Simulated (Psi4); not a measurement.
CH₆AlO₄Si (SMILES [CH3][Al][O][Si](O)(O)O), doublet, at a GFN2-xTB geometry (such geometries of metal compounds can be far from the true shape) (the spin is typed, not shown lowest); CCSD(T)/STO-3G run with Psi4 1.11.

Psi4 was given this input:
```
memory 2 GB

molecule mol {
0 2
Al   -0.855922    1.614035    1.172263
C    -2.884066    1.744809    1.238651
H    -3.344572    0.872866    1.710662
H    -3.329378    1.847849    0.245586
H    -3.171159    2.622975    1.821002
O     0.009935    0.450993    0.327011
Si    0.767371   -0.730011   -0.524376
O     0.592605   -2.150064    0.233932
O     2.344548   -0.388112   -0.655968
O     0.128881   -0.842499   -2.008105
H    -0.264083   -2.565484    0.221800
H     2.884467   -0.427051    0.127570
H     0.305172   -0.144860   -2.631644
}

set {
  basis sto-3g
  reference uhf
  freeze_core true
  mp2_type conv
  scf_type pk
  puream true
  d_convergence 1e-8
}

energy('ccsd(t)')
print_variables()
```

Predict the main parts of the log of this Psi4 run.


```
   => Loading Basis Set <=

    Name: STO-3G
    Role: ORBITAL
    Keyword: BASIS

         ---------------------------------------------------------
                                   SCF
               by Justin Turney, Rob Parrish, Andy Simmonett
                          and Daniel G. A. Smith
                              UHF Reference
         ---------------------------------------------------------

  ==> Geometry <==

    Molecular point group: c1
    Full point group: C1

    Geometry (in Angstrom), charge = 0, multiplicity = 2:

       Center              X                  Y                   Z               Mass
    ------------   -----------------  -----------------  -----------------  -----------------
         AL          -0.899663703449     1.618218395187     1.174525057221    26.981538530000
         C           -2.927807703449     1.748992395187     1.240913057221    12.000000000000
         H           -3.388313703449     0.877049395187     1.712924057221     1.007825032230
         H           -3.373119703449     1.852032395187     0.247848057221     1.007825032230
         H           -3.214900703449     2.627158395187     1.823264057221     1.007825032230
         O           -0.033806703449     0.455176395187     0.329273057221    15.994914619570
         SI           0.723629296551    -0.725827604813    -0.522113942779    27.976926534650
         O            0.548863296551    -2.145880604813     0.236194057221    15.994914619570
         O            2.300806296551    -0.383928604813    -0.653705942779    15.994914619570
         O            0.085139296551    -0.838315604813    -2.005842942779    15.994914619570
         H           -0.307824703449    -2.561300604813     0.224062057221     1.007825032230
         H            2.840725296551    -0.422867604813     0.129832057221     1.007825032230
         H            0.261430296551    -0.140676604813    -2.629381942779     1.007825032230

  Running in c1 symmetry.

  Rotational constants: A =      0.11232  B =      0.02977  C =      0.02869 [cm^-1]
  Rotational constants: A =   3367.30698  B =    892.48012  C =    860.16320 [MHz]
  Nuclear repulsion =  450.312137035227238

  Charge       = 0
  Multiplicity = 2
  Electrons    = 71
  Nalpha       = 36
  Nbeta        = 35

  ==> Algorithm <==

  SCF Algorithm Type is PK.
  DIIS enabled.
  MOM disabled.
  Fractional occupation disabled.
  Guess Type is SAD.
  Energy threshold   = 1.00e-08
  Density threshold  = 1.00e-08
  Integral threshold = 1.00e-12

  ==> Primary Basis <==

  Basis Set: STO-3G
    Blend: STO-3G
    Number of shells: 31
    Number of basis functions: 49
    Number of Cartesian functions: 49
    Spherical Harmonics?: true
    Max angular momentum: 1

  ==> Integral Setup <==

  Using in-core PK algorithm.
   Calculation information:
      Number of atoms:                  13
      Number of AO shells:              31
      Number of primitives:             93
      Number of atomic orbitals:        49
      Number of basis functions:        49

      Integral cutoff                 1.00e-12
      Number of threads:                 1

  Performing in-core PK
  Using 1501850 doubles for integral storage.
  We computed 88618 shell quartets total.
  Whereas there are 123256 unique shell quartets.

  ==> DiskJK: Disk-Based J/K Matrices <==

    J tasked:                  Yes
    K tasked:                  Yes
    wK tasked:                  No
    Schwarz Cutoff:          1E-12

  Minimum eigenvalue in the overlap matrix is 2.3774852979E-01.
  Reciprocal condition number of the overlap matrix is 1.0598518312E-01.
    Using symmetric orthogonalization.

  ==> Pre-Iterations <==

  SCF Guess: Superposition of Atomic Densities via on-the-fly atomic UHF (no occupation information).

   -------------------------
    Irrep   Nso     Nmo
   -------------------------
     A         49      49
   -------------------------
    Total      49      49
   -------------------------

  ==> Iterations <==

                        Total Energy        Delta E     RMS |[F,P]|

   @UHF iter SAD:  -856.21706947178552   -8.56217e+02   0.00000e+00
   @UHF iter   1:  -860.77895411545717   -4.56188e+00   9.93143e-03 DIIS/ADIIS
   @UHF iter   2:  -860.95643192584089   -1.77478e-01   2.36407e-03 DIIS/ADIIS
   @UHF iter   3:  -860.96536027880632   -8.92835e-03   6.55702e-04 DIIS/ADIIS
   @UHF iter   4:  -860.96633916735641   -9.78889e-04   2.08844e-04 DIIS/ADIIS
   @UHF iter   5:  -860.96647463592262   -1.35469e-04   7.07765e-05 DIIS
   @UHF iter   6:  -860.96650105175274   -2.64158e-05   3.34947e-05 DIIS
   @UHF iter   7:  -860.96650873122655   -7.67947e-06   1.67695e-05 DIIS
   @UHF iter   8:  -860.96651103638453   -2.30516e-06   4.39913e-06 DIIS
   @UHF iter   9:  -860.96651117362649   -1.37242e-07   9.42824e-07 DIIS
   @UHF iter  10:  -860.96651117769284   -4.06635e-09   2.63808e-07 DIIS
   @UHF iter  11:  -860.96651117804959   -3.56749e-10   9.17243e-08 DIIS
   @UHF iter  12:  -860.96651117809927   -4.96811e-11   2.47569e-08 DIIS
   @UHF iter  13:  -860.96651117810279   -3.52429e-12   5.95953e-09 DIIS
  Energy and wave function converged.

  ==> Post-Iterations <==

   @Spin Contamination Metric:   9.677409195E-03
   @S^2 Expected:                7.500000000E-01
   @S^2 Observed:                7.596774092E-01
   @S   Expected:                5.000000000E-01
   @S   Observed:                5.000000000E-01

    Orbital Energies [Eh]
    ---------------------

    Alpha Occupied:

[...]
    Alpha Virtual:

[...]
      49A      0.829575

    Beta Occupied:

[...]
    Beta Virtual:

[...]
    Final Occupation by Irrep:
              A
    DOCC [    35 ]
    SOCC [     1 ]
    NA   [    36 ]
    NB   [    35 ]

  @UHF Final Energy:  -860.96651117810279

   => Energetics <=

    Nuclear Repulsion Energy =            450.3121370352272379
    One-Electron Energy =               -2100.3377685669297534
    Two-Electron Energy =                 789.0591203535996101
[...]
    Total Energy =                       -860.9665111781027917
[...]
     3        -0.286564000232016    2.147e-02    0.019740    0.000000    0.000000    0.000000
     4        -0.286803682059044    6.419e-03    0.020699    0.000000    0.000000    0.000000
     5        -0.286749624698752    3.023e-03    0.021049    0.000000    0.000000    0.000000
     6        -0.286735223492358    1.289e-03    0.021199    0.000000    0.000000    0.000000
     7        -0.286737052480223    5.303e-04    0.021217    0.000000    0.000000    0.000000
     8        -0.286742117214796    2.537e-04    0.021218    0.000000    0.000000    0.000000
     9        -0.286745927282706    9.586e-05    0.021218    0.000000    0.000000    0.000000
    10        -0.286746744536445    4.401e-05    0.021220    0.000000    0.000000    0.000000
    11        -0.286746576554374    1.814e-05    0.021219    0.000000    0.000000    0.000000
    12        -0.286745958517664    7.174e-06    0.021220    0.000000    0.000000    0.000000
    13        -0.286745905169024    3.099e-06    0.021220    0.000000    0.000000    0.000000
    14        -0.286745956351829    1.307e-06    0.021220    0.000000    0.000000    0.000000
    15        -0.286745974126094    5.033e-07    0.021220    0.000000    0.000000    0.000000
    16        -0.286745997588906    2.450e-07    0.021220    0.000000    0.000000    0.000000
    17        -0.286745993473534    8.765e-08    0.021220    0.000000    0.000000    0.000000

    Iterations converged.

    Largest TIA Amplitudes:
             19   0         0.0580695871
             14   2         0.0254621756
             12   4        -0.0237605441
             13   1         0.0230364792
             17   5        -0.0216514257
             11   3         0.0197259561
             11   5         0.0149721542
             19   4        -0.0125226007
             12   0         0.0097002542
             18   3        -0.0095604833

    Largest Tia Amplitudes:
             18   1         0.0475078203
             19   0         0.0443230942
             14   0         0.0266375464
             17   0        -0.0256321212
             12   5         0.0214616836
             11   4         0.0205305651
             13   2         0.0177722401
             13   3        -0.0147560569
             14   3         0.0144545472
             18   5         0.0128710389

    Largest TIJAB Amplitudes:
     19  17  12   0         0.0113091998
     19   8  12   0         0.0100915825
     20  19  12   0         0.0099844843
     19  18   2   0        -0.0094927180
     19  18  12   0        -0.0088486907
     20  19   1   0         0.0086735798
     20  10   7   5        -0.0082926378
     19  18   5   0        -0.0078968056
     20  18  12   5        -0.0077920075
     19  17   6   0         0.0075374559

    Largest Tijab Amplitudes:
     18  17   1   0         0.0126877086
     18  17  13   1        -0.0112971820
     18   8  13   1         0.0103489774
     17  14   6   0        -0.0097311814
     19  17  13   0        -0.0087796468
     18   8   1   0        -0.0084096895
     18   8  13   5         0.0076267283
     17   9   8   0        -0.0072628599
     19   8  13   0         0.0069875791
     17  10   7   0         0.0069801461

    Largest TIjAb Amplitudes:
     10   9   7   8         0.0660764769
      9  10   6   7        -0.0516992363
     20  19   2   0         0.0311065106
     20  14   0   1        -0.0297960556
     10   4   7  12         0.0292933490
      4   4  11  12        -0.0291502691
     20  19   0   1        -0.0278964120
     19  18   0   1        -0.0277312566
      7   7   8   9         0.0271805820
      9  10  11  12        -0.0271458605

    SCF energy       (wfn)                    = -860.966511178102792
    Reference energy (file100)                = -860.966511178099154

    Opposite-spin MP2 correlation energy      =   -0.192474889616599
    Same-spin MP2 correlation energy          =   -0.038368958325590
    Singles MP2 correlation energy            =   -0.000000000000000
    MP2 correlation energy                    =   -0.230843847942189
      * MP2 total energy                      = -861.197355026041350

    Opposite-spin CCSD correlation energy     =   -0.249838627599801
    Same-spin CCSD correlation energy         =   -0.036907365873733
    Singles CCSD correlation energy           =   -0.000000000000000
    CCSD correlation energy                   =   -0.286745993473534
      * CCSD total energy                     = -861.253257171572727

            **************************
            *                        *
            *        CCTRIPLES       *
            *                        *
            **************************

    Wave function   =    CCSD_T
    Reference wfn   =      UHF

    Nuclear Rep. energy (wfn)                =  450.312137035227238
    SCF energy          (wfn)                = -860.966511178102792
    Reference energy    (file100)            = -860.966511178099154
    CCSD energy         (file100)            =   -0.286745993473534
    Total CCSD energy   (file100)            = -861.253257171572727

    Number of ijk index combinations:
    Spin Case AAA:                                1330
    Spin Case BBB:                                1140
    Spin Case AAB:                                4200
    Spin Case ABB:                                3990
    AAA (T) energy                             =   -0.000223942230078
    BBB (T) energy                             =   -0.000250961555716
    AAB (T) energy                             =   -0.004332482884476
    ABB (T) energy                             =   -0.004342013360315
    (T) energy                                   =   -0.009149400030585
      * CCSD(T) total energy                     = -861.262406571603265

  Variable Map:
  ----------------------------------------------------------------------------
[...]
  Array Variable Map:
  ----------------------------------------------------------------------------
[...]
[...]
```
